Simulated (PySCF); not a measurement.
Compound: CH₆O₃Si.
Bonds: C1–Si2, Si2–O3, Si2–O4, Si2–O5. Hydrogens: H6, H7, H8 on C1; H9 on O3; H10 on O4; H11 on O5.

Method used: PySCF, PBE0-D3(BJ)/def2-SVP geometry optimisation, gas phase.

(1) What internal coordinates does the optimisation give?

Answers

(1) 
```csv
bond,length (Å)
C1–Si2,1.853
"Si2–O3, Si2–O4",1.656
Si2–O5,1.666
"C1–H6, C1–H7, C1–H8",1.101
"O3–H9, O4–H10, O5–H11",0.961
```

Bonds in one row agree within 0.01 Å and their mean is given. A selection of angles:
```csv
angle,degrees
Si2–C1–H6,110.2
Si2–C1–H7,111.2
H6–C1–H7,107.5
C1–Si2–O3,113.8
C1–Si2–O4,105.8
C1–Si2–O5,112.2
O3–Si2–O4,108.8
O3–Si2–O5,103.5
O4–Si2–O5,112.8
Si2–O3–H9,114.3
Si2–O4–H10,115.0
Si2–O5–H11,116.7
```

Dihedral angles: H9–O3–Si2–C1 109° (anticlinal); H10–O4–Si2–C1 164° (antiperiplanar); H11–O5–Si2–C1 51° (synclinal). The mirror-image conformer, all signs reversed, is as good.

Si2 (oxygen-bound silicon) is distorted tetrahedral (angles from 103.5° to 113.8°).

Stationary, but not proved a minimum. One conformer, not necessarily the lowest (C1–Si2–O3–H 109°, C1–Si2–O4–H 164°, C1–Si2–O5–H 51°).
